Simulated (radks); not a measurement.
Question: The mean radii <r> (bohr) of the occupied orbitals of an atom or ion are listed with their occupations. All-electron calculation, non-relativistic Kohn-Sham, TPSS, spin-polarised, spherical densities, point nucleus; meta-GGA in the generalised Kohn-Sham scheme. Program: a radial shooting solver on a logarithmic mesh with Libxc functionals.

| orbital | occ. | <r> |
|---|---|---|
| 1s down | 1 | 0.02813 |
| 1s up | 1 | 0.02813 |
| 2s up | 1 | 0.1209 |
| 2s down | 1 | 0.1209 |
| 2p up | 3 | 0.1030 |
| 2p down | 3 | 0.1030 |
| 3s up | 1 | 0.3192 |
| 3s down | 1 | 0.3190 |
| 3p up | 3 | 0.3095 |
| 3p down | 3 | 0.3093 |
| 3d up | 5 | 0.2798 |
| 3d down | 5 | 0.2797 |
| 4s up | 1 | 0.7140 |
| 4s down | 1 | 0.7147 |
| 4p up | 3 | 0.7324 |
| 4p down | 3 | 0.7339 |
| 4d up | 5 | 0.7716 |

Name the element and its charge. Open shells, if any, are filled with parallel spins first.

Answer: Z = 54, xenon, charge +13: Xe13+ in [Kr] 4d5. The 1s radius gives Z: for a bare nucleus <r> = 1.5/Z, 0.02778 bohr for Z = 54, and screening makes it slightly larger (0.02813 here). The occupations add up to 41, and the charge is Z minus that.
